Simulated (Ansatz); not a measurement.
This geometry of ClF3Si + H (6 atoms, charge 0, multiplicity 2) is a first-order saddle point.

Method: Ansatz 0.2.0, UKS PBE0/def2-SVP.

```xyz
6
Properties=species:S:1:pos:R:3
Si 0.012 -0.008 0.068
Cl -0.027 0.019 2.406
F 1.517 -0.099 -0.477
F -0.653 1.322 -0.534
F -0.798 -1.268 -0.504
H -0.049 0.034 3.883
```

(1) Which two structures does it join? (They come from a converged band through this point; their orientation in space is the band's.)

(2) How far does it lie above each of them?

Results:

(1) Bonds broken: Si1–Cl2. Bonds formed: Cl2–H6. ClF3Si + H becomes ClH + F3Si.

Initial state:

```xyz
6
Properties=species:S:1:pos:R:3
Si 0.014 0.000 -0.197
Cl 0.082 0.000 1.812
F 1.485 0.000 -0.804
F -0.751 1.291 -0.728
F -0.751 -1.291 -0.728
H -0.078 0.000 5.486
```

Final state:

```xyz
6
Properties=species:S:1:pos:R:3
Si -0.347 0.271 -0.027
Cl -0.565 -0.260 3.206
F 1.124 0.299 0.655
F -0.211 1.079 -1.414
F -0.656 -1.264 -0.395
H 0.656 -0.125 2.817
```

(2) 22.0 kcal/mol above the first and 13.5 kcal/mol above the second. This is the barrier of this one path; another mechanism may lie lower.

Time of the run: 7.8 min on 2 threads of Arm Neoverse V1 (shared host), peak memory 0.22 GiB.
